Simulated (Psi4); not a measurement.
Dimer: CO (SMILES [C-]#[O+]) (first 2 atoms) with H2 (SMILES [H][H]); geometry from B3LYP-D3(BJ)/def2-TZVP, rigid monomers moved along the line of their centres of mass till C1···H3 is 4.35 Å.
(charge 0, multiplicity 1):
```xyz
4

C      0.169     0.349    -0.092
O     -0.184    -0.404    -0.849
H      0.156     0.330     4.261
H     -0.030    -0.065     4.863
```

Level of theory: Psi4 1.11 with SAPT0/jun-cc-pV(D+d)Z.

Give the four SAPT terms and the total, and say what mostly holds the pair together.

electrostatics -0.1, exchange 0.0, induction 0.0, dispersion -0.1, total -0.2 kJ/mol; the largest attraction is dispersion.
